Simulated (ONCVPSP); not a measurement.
Before and after: ONCV potential for Al (Z = 13)

ONCVPSP 4.0.1 input, shortened (lines: element, Z, core and valence counts, functional; n l f; lmax; l rc ep ncon nbas qcut; lloc lpopt rc5 dvloc0; l nproj debl; icmod fcfact rcfact), PBEsol, scalar-relativistic:

```
  Al 13.00    3    2  -116133      upf
    1    0    2.00
    2    0    2.00
    2    1    6.00
    3    0    2.00
    3    1    0.75
    2
    0    1.75    0.00    3    7    3.60
    1    1.80    0.00    4    7    4.40
    2    1.90    0.28    4    9    4.30
    4    5    1.25    6.00
    0    2    1.80
    1    2    3.00
    2    3    1.40
    1    0.30    0.00
```

Change: s: qcut 4.8; p: qcut 5.8; d: qcut 5.7.

Cutoffs: the cutoffs (Ha) at which the residual kinetic energy of the hardest occupied pseudo-wave falls to 1 and 0.1 mHa per electron; they do not see the model core or the augmentation charge, which bear on the density cutoff. Errors are all-electron minus pseudo energies relative to the spin-unpolarised reference configuration.

Problem. What does the change do?

Solution. The potential gets neither clearly harder nor softer (5.5 Ha and 23 Ha → 6.2 Ha and 14 Ha); the s channel sets the loose cutoff, while the largest relative change is in p, which becomes harder; of the 4 tests that both files solve, the error grows in 0 and shrinks in 1 by more than 15 % and 0.3 meV (median size 0.7 → 0.2 meV); neither file shows a bound ghost.

| quantity | base | changed |
| --- | --- | --- |
| cutoff, loose | 5.5 Ha | 6.2 Ha |
| cutoff, tight | 23 Ha | 14 Ha |
| loose cutoff by channel | s 5.5 Ha, p 2.3 Ha | s 6.2 Ha, p 3.1 Ha |
| bound ghosts | none | none |
| GHOST(+) flags under 300 eV | none | none |
| error for 3s2 3p1, meV [ΔE -0.85 eV] | 0.0 | 0.0 |
| error for 3s2 3p0, meV [ΔE 4.89 eV] | +0.3 | +0.3 |
| error for 3s1 3p0, meV [ΔE 24.06 eV] | +6.9 | +7.2 |
| error for 3s1 3p2, meV [ΔE 4.27 eV] | -1.0 | 0.0 |
| s: phases at 1.77 bohr within 0.05 rad from the reference energy up to (Ha; the scan ends near 5) | 3.7 | 3.7 |
| p: phases at 1.83 bohr within 0.05 rad from the reference energy up to (Ha; the scan ends near 5) | 4.4 | 4.4 |
| d: phases at 1.93 bohr within 0.05 rad from the reference energy up to (Ha; the scan ends near 5) | to the end of the scan | to the end of the scan |
| rms error of d²Exc/dni dnj with the model core, mHa | 0.29 | 0.35 |

Base: The cutoffs count occupied waves only; projector 2 of the p channel, the hardest unoccupied one, needs 59 Ha at the loose tolerance. Changed file: The cutoffs count occupied waves only; projector 2 of the p channel, the hardest unoccupied one, needs 58 Ha at the loose tolerance.
